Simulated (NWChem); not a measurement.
Species: C3H3Cl2F; SMILES CC(F)=C(Cl)Cl

Problem. Give the equilibrium geometry at PBE0/def2-SVP (NWChem) as a list of bonds and angles, with the point group.

Solution. point group Cs; any orientation.
Bonded distances (Å): C1–C2 1.481, C1–H7 1.102, C1–H8 1.102, C1–H9 1.095, C2–F3 1.331, C2–C4 1.343, C4–Cl5 1.722, C4–Cl6 1.717. Bond angles (°): C2–C1–H7 109.8, C2–C1–H8 109.8, C2–C1–H9 111.4, H7–C1–H8 107.4, H7–C1–H9 109.2, H8–C1–H9 109.2, C1–C2–F3 113.8, C1–C2–C4 128.0, F3–C2–C4 118.2, C2–C4–Cl5 122.5, C2–C4–Cl6 121.4, Cl5–C4–Cl6 116.1.
